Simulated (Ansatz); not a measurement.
Ansatz (an electronic-structure program) job for Cl5W, SMILES [Cl][W-]([Cl])([Cl])([Cl])[Cl] (connectivity only; charge and spin as stated), charge -1, multiplicity 3, PBE-D3(BJ)/def2-SVPD. 

Ansatz 0.2 input:
```yaml
crystal:
  periodic: [false, false, false]
  atoms:
    - {symbol: W, position_ang: [-0.00000000, 0.00000000, 0.00000000]}
    - {symbol: Cl, position_ang: [-0.00000000, 0.00000000, 2.44080836]}
    - {symbol: Cl, position_ang: [0.00000000, -0.00000000, -2.44080836]}
    - {symbol: Cl, position_ang: [2.31982711, -0.00000000, 0.00000000]}
    - {symbol: Cl, position_ang: [-1.15991356, 2.00902921, -0.00000000]}
    - {symbol: Cl, position_ang: [-1.15991355, -2.00902921, -0.00000000]}
basis:
  gaussian:
    orbitals: def2-SVPD
hamiltonian:
  xc: pbe
  dispersion: d3bj
total_charge: -1
magnetization: {spin_polarized: true, initial_magnetization: 2}
relax: {f_tol: 0.002, max_steps: 200}
```

It prints:

```
WARN ansatz: RAYON_NUM_THREADS=2 ignored (pool sized by the plan → 2); use --threads N
Functional definition: PBE
integrals: 0.17 GiB planned
1696 factors; their error is unknown
mean field: 1.02 GiB planned
mean field evaluation 1: about -64402.8798 eV, gradient 2.0e1 eV
mean field evaluation 2: about -64299.4305 eV, gradient 1.4e2 eV
mean field evaluation 4: about -64404.8973 eV, gradient 6.8e0 eV
mean field evaluation 8: about -64405.1229 eV, gradient 1.2e-1 eV
mean field evaluation 16: about -64405.1229 eV, gradient 3.9e-5 eV
mean field evaluation 32: about -64404.2601 eV, gradient 5.1e-3 eV
mean field evaluation 64: about -64404.3368 eV, gradient 6.8e-1 eV
mean field evaluation 96: about -64404.2591 eV, gradient 2.5e-1 eV
mean field -64405.12292720 eV, -2366.8446122142 hartree, gradient 5.9e-6 eV, S^2 2.011303; 17 other end points of the search recorded, 0 dependent functions left out
the calculation of the forces begins
reference -64405.12297394 eV, -2366.8446139319 hartree; 51, 49 occupied and 119, 121 virtual orbitals, 1696 factors
relax step   1: F+E_penalty+E_count = -64405.44911750 eV  Δ(F+E_penalty+E_count) = +0.000e0 eV  max|allowed force component| = 1.229e-1 eV/Å  Δτ_max = 0.0000 Å  (426 SCF iters, accepted)
these checks for a lower state are left out or cut short: starts, cluster_reference, orbital_swaps, neighbouring_geometries, increment
integrals: 0.17 GiB planned
1696 factors; their error is unknown
mean field: 1.02 GiB planned
mean field -64405.12273832 eV, -2366.8446052730 hartree, gradient 2.6e-5 eV, S^2 2.010866; 0 other end points of the search recorded, 0 dependent functions left out
the calculation of the forces begins
reference -64405.12278487 eV, -2366.8446069837 hartree; 51, 49 occupied and 119, 121 virtual orbitals, 1696 factors
relax step   2: F+E_penalty+E_count = -64405.45086125 eV  Δ(F+E_penalty+E_count) = -1.744e-3 eV  max|allowed force component| = 5.915e-2 eV/Å  Δτ_max = 0.0157 Å  (36 SCF iters, accepted)
these checks for a lower state are left out or cut short: starts, cluster_reference, orbital_swaps, neighbouring_geometries, increment
integrals: 0.17 GiB planned
1696 factors; their error is unknown
mean field: 1.02 GiB planned
mean field -64405.12375442 eV, -2366.8446426140 hartree, gradient 1.7e-5 eV, S^2 2.010995; 0 other end points of the search recorded, 0 dependent functions left out
the calculation of the forces begins
reference -64405.12380102 eV, -2366.8446443268 hartree; 51, 49 occupied and 119, 121 virtual orbitals, 1696 factors
relax step   3: F+E_penalty+E_count = -64405.45129500 eV  Δ(F+E_penalty+E_count) = -4.337e-4 eV  max|allowed force component| = 9.595e-4 eV/Å  Δτ_max = 0.0050 Å  (35 SCF iters, accepted)
integrals: 0.17 GiB planned
1696 factors; their error is unknown
mean field: 1.02 GiB planned
mean field evaluation 128: about -64403.2266 eV, gradient 2.0e1 eV
mean field evaluation 160: about -64404.2506 eV, gradient 1.7e-4 eV
mean field evaluation 192: about -64404.9732 eV, gradient 3.8e0 eV
mean field evaluation 224: about -64405.1238 eV, gradient 1.7e-5 eV
mean field -64405.12375442 eV, -2366.8446426140 hartree, gradient 1.7e-5 eV, S^2 2.010995; 16 other end points of the search recorded, 0 dependent functions left out
the calculation of the forces begins
reference -64405.12380102 eV, -2366.8446443268 hartree; 51, 49 occupied and 119, 121 virtual orbitals, 1696 factors
Total energy: -64405.45134161 eV, -2366.8566812214 hartree
Atom 0 at     0.000054     0.000000     0.000000 Å, force    -0.000137    -0.000000     0.000000 eV/Å
Atom 1 at     0.000120    -0.000000     2.430014 Å, force     0.000019    -0.000000     0.000959 eV/Å
Atom 2 at     0.000120    -0.000000    -2.430014 Å, force     0.000019     0.000000    -0.000959 eV/Å
Atom 3 at     2.314227     0.000000     0.000000 Å, force    -0.000364     0.000000     0.000000 eV/Å
Atom 4 at    -1.157261     2.003980    -0.000000 Å, force     0.000231    -0.000536    -0.000000 eV/Å
Atom 5 at    -1.157261    -2.003980     0.000000 Å, force     0.000231     0.000536     0.000000 eV/Å
Dipole moment:    -0.000045    -0.000000     0.000000 e Å
```

The calculation finished and met its thresholds.

Cost: about 2.9 core-minutes (a rough figure).
